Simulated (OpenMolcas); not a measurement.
Cu2+ with 4 ligands (bromide) in square-planar coordination (D4h). A charge of +0.5 e stands 2.8 Å behind each ligand. Ligand basis ANO-RCC-VDZP.

```yaml
Program: OpenMolcas
Method: CASSCF
Basis: ANO-RCC-VDZP [5s4p2d1f]
Scalar_Hamiltonian: DKH2, point nucleus
Active_space: 9 electrons in 5 orbitals (3d)
State_averaging: 2S+1 = 2 even, 5 roots
Spin-orbit_coupling: RASSI with atomic mean-field integrals over the reference wave functions
```

All ligands move together. At R = 2.44 Å the first state of the same spin is 5501 cm-1, and at R = 2.48 Å it is 4927 cm-1.

Q: A third run gives 4186 cm-1. What distance was it run at?

A: With a power law R^-n the two known points give n = -ln(4927 / 5501) / ln(2.48 / 2.44) = 6.78. Then R = 2.44 × (5501 / 4186)^(1/6.78) = 2.540 Å. The run was at 2.54 Å, so the estimate is off by 0 Å.

Ligand-to-metal charge-transfer states are missing. With metal d orbitals alone and no dynamic correlation the field as a rule comes out too small, by tens of per cent, by up to half for chloride and softer ligands, and the orbital part of g and χT, which goes as 1/10Dq, too large. No measured value stands beside these numbers; the geometry was imposed, not optimised, and the real ion may take another.
